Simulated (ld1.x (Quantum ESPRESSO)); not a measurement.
# Transferability test, TM potential for chromium (Cr)

```
Element                 : Cr (Z = 24)
Generator               : ld1.x (Quantum ESPRESSO) 7.5
Type                    : norm-conserving Troullier–Martins (Kleinman–Bylander form)
Functional              : LDA (PZ)
Relativity              : scalar-relativistic
Frozen core             : [Ar]
Valence charge          : 6
Reference configuration : 3d5 4s1 4p0
Partial waves           : 4s (bound): rc 2.90 bohr; 4p (bound, empty): rc 3.45 bohr; 3d (bound): rc 1.80 bohr
Local potential         : the d channel
Core correction         : Bessel-smoothed model core inside 1.00 bohr
```

Energies are relative to the spin-unpolarised reference configuration 3d5 4s1 4p0; without spin polarisation the order of configurations can differ from experiment. Spin-polarised rows fill each open shell by Hund’s rule, majority spin first. Not all tests gave a result: 2 of 9 tests not solved or not reliable. Left out of the table: 3d4 4s1 4p1 (solver errors, printed error -2.5 eV); 3d6 4s0 4p0 (pseudo-atom not self-consistent, printed error -269 eV). The frozen-core shift is the all-electron ΔE with the core orbitals held at their reference shape minus the fully relaxed ΔE.

**Question.** Give the all-electron excitation energy and the error of the potential for: 3d5 4s0 4p0; 3d4 4s0 4p0; 3d3 4s0 4p0; 3d2 4s0 4p0; 3d5 4s0 4p1; 3d5 4s1 4p0 (spin-polarised); 3d5 4s0 4p0 (spin-polarised).

**Answer.**

```
       valence configuration  charge  ΔE all-electron (eV)  error AE − PS (meV)  frozen-core shift (meV)
                 3d5 4s0 4p0      +1                 7.140                  -14                     +6.3
                 3d4 4s0 4p0      +2                23.483                 -123                      +99
                 3d3 4s0 4p0      +3                54.509                 -847                     +901
                 3d2 4s0 4p0      +4               103.138                -2483                    +3282
                 3d5 4s0 4p1       0                 3.204                 -2.2                     +1.4
3d5 4s1 4p0 (spin-polarised)       0                -4.916                 +179                     +8.8
3d5 4s0 4p0 (spin-polarised)      +1                 2.685                 +165                      +27
```

Levels in the configuration 3d5 4s1 4p0 (spin-polarised):

```json
{"level": "3d up", "all-electron (eV)": "-3.868", "pseudo (eV)": "-3.874"}
{"level": "4s up", "all-electron (eV)": "-4.643", "pseudo (eV)": "-4.639"}
```

Note: ghost states, extra bound levels that the all-electron valence spectrum of the same l lacks: s at -127.8 eV, p at -45.9 eV. A true bound ghost makes a file unfit for plane-wave use.
